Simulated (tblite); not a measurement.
Species: C5H6N3 (doublet state).
Z-matrix (Å and degrees, GFN2-xTB geometry), rows numbered from 1:
```
C 
N   1  1.4303
C   2  1.3678  1  128.14
C   3  1.3724  2  106.47  1  -179.03
N   4  1.3423  3  111.40  2    -0.11
C   5  1.3489  4  105.42  3     0.84
C   6  1.3527  2  123.49  1    -7.63
N   7  1.2200  6  157.19  2    92.22
H   1  1.0886  2  109.33  3     4.10
H   1  1.0946  2  110.81  3  -116.01
H   1  1.0932  2  110.32  3   124.09
H   3  1.0707  2  121.87  1     1.12
H   4  1.0722  3  128.19  2   179.93
H   8  1.0181  7  120.89  6   178.77
```

Level: GFN2-xTB in tblite, geometry and Hessian alike; calculated harmonic values, unscaled, isolated species. Errors from tens to a few hundred cm⁻¹ against measured bands are possible. One conformer, not necessarily the lowest. Open shells enter through the occupations alone, without spin polarisation, and single modes of such species can be off by tens of per cent.

Harmonic wavenumbers (cm⁻¹): 38.0, 113.1, 142.0, 172.2, 262.1, 301.1, 455.6, 532.5, 573.4, 614.6, 651.2, 707.1, 745.1, 831.1, 889.2, 1028.2, 1054.8, 1067.1, 1103.5, 1127.3, 1193.1, 1289.3, 1334.2, 1357.4, 1411.0, 1427.1, 1458.6, 1470.3, 1484.6, 2075.2, 2945.0, 2975.7, 3032.5, 3161.5, 3176.7, 3242.2.

A = 3687, B = 1980, C = 1306 MHz; mass 108.056 u (most abundant isotopes); point group C1, symmetry number 1; spin multiplicity 2.

Q: Zero-point energy?

A: Half the sum of the wavenumbers: 22722 cm⁻¹ = 64.97 kcal/mol.

Q: Entropy at 350 K, 1 bar (ideal gas, RRHO, classical rotation)?

A: Translation 40.77, rotation 28.39, vibration 24.71, spin (R ln 2) 1.38: S = 95.3 cal/(mol K).

Q: And Cp and H(350 K) − H(0)?

A: Cp = 33.73 cal/(mol K), of which vibrations give 25.78 (their classical limit is 36 R = 71.5); H(350 K) − H(0) = 7.28 kcal/mol without the zero-point energy, 4.49 from vibrations.

Q: Blend soft modes into free rotors: weight 1/[1 + (100 cm⁻¹/ν̃)⁴] for the oscillator and the rest for a rotor with moment μB/(μ + B), μ = h/(8π²ν), B = 10⁻⁴⁴ kg m². What vibrational entropy results?

A: 22.71 cal/(mol K) in place of 24.71, which changes −T·S at 350 K by +0.70 kcal/mol.

Q: What must be added to the electronic energy to get the Gibbs energy at 350 K and 1 bar?

A: ZPE + [H(350 K) − H(0)] − T·S = 64.97 + 7.28 − 33.34 = 38.91 kcal/mol.

Q: How do the functions run with temperature in this model?

A: 
```csv
T (K),S (cal/(mol K)),Cp (cal/(mol K)),H − H(0) (kcal/mol),G − H(0) (kcal/mol),ln q(vib)
100,66.9,15.6,1.16,-5.53,1.35
200,79.8,22.5,3.06,-12.90,3.21
300,90.3,30.0,5.68,-21.42,5.05
500,109.0,43.4,13.09,-41.40,8.74
800,132.4,56.0,28.19,-77.73,14.09
1000,145.5,61.3,39.96,-105.55,17.42
```

q(vib) and H(0) count from the zero-point level.

Hindered rotation and anharmonicity are outside this model. Other conformers, if any are populated, would add a mixing term that is left out. The structure is chiral; the term R ln 2 for an equal mix with its mirror image is left out.
